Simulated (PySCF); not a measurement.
4,4-dimethyl-1-hexene, C8H16.
Atom-mapped SMILES: `[CH2:1]=[CH:2][CH2:3][C:4]([CH3:5])([CH3:6])[CH2:7][CH3:8]` (hydrogens: H9, H10 on C1; H11 on C2; H12, H13 on C3; H14, H15, H16 on C5; H17, H18, H19 on C6; H20, H21 on C7; H22, H23, H24 on C8)

Level of theory: PBE0-D3(BJ)/def2-SVP geometry optimisation, gas phase (PySCF).

Q: What internal coordinates does the optimisation give?

A: 
```csv
bond,length (pm),order
C1=C2,133.4,double
C2–C3,149.5,single
C3–C4,154.7,single
"C4–C5, C4–C6",153.0,single
C4–C7,154.1,single
C7–C8,152.1,single
C1–H9,109.5,single
C1–H10,109.3,single
C2–H11,109.8,single
"C3–H12, C3–H13",110.4,single
C5–H14 and 5 like bonds,110.1,single
"C7–H20, C7–H21",110.4,single
"C8–H22, C8–H23, C8–H24",110.1,single
```

Bonds in one row agree within 1 pm and their mean is given. Orders are formal, as drawn. A selection of angles:
```csv
angle,degrees
C2–C1–H9,121.3
C2–C1–H10,121.6
H9–C1–H10,117.1
C1–C2–C3,125.3
C1–C2–H11,118.3
C3–C2–H11,116.4
C2–C3–C4,115.4
C2–C3–H12,109.4
C4–C3–H12,108.2
H12–C3–H13,106.2
C3–C4–C5,109.4
C3–C4–C6,108.2
C3–C4–C7,111.7
C5–C4–C6,108.9
C5–C4–C7,108.2
C6–C4–C7,110.4
C4–C5–H14,111.2
H14–C5–H15,107.7
C4–C7–C8,116.6
C4–C7–H20,107.5
C8–C7–H20,109.2
H20–C7–H21,105.4
C7–C8–H22,112.1
H22–C8–H23,107.1
```

Dihedral angles: C1–C2–C3–C4 113° (anticlinal); C2–C3–C4–C5 -65° (synclinal); C3–C4–C7–C8 56° (synclinal). The mirror-image conformer, all signs reversed, is as good.

Of the pairs four or more bonds apart, H17···H24 is among the closest relative to their van der Waals radii: 2.26 Å, 94 % of the sum of Bondi's values. The C–C distances run from 1.334 Å (C1=C2, drawn double) to 1.547 Å (C3–C4, drawn single), a spread of 0.213 Å.

Point group: C1 (no symmetry element, even within 0.4 Å). Not checked by PBE0-D3(BJ)/def2-SVP frequencies. One conformer, not necessarily the lowest.
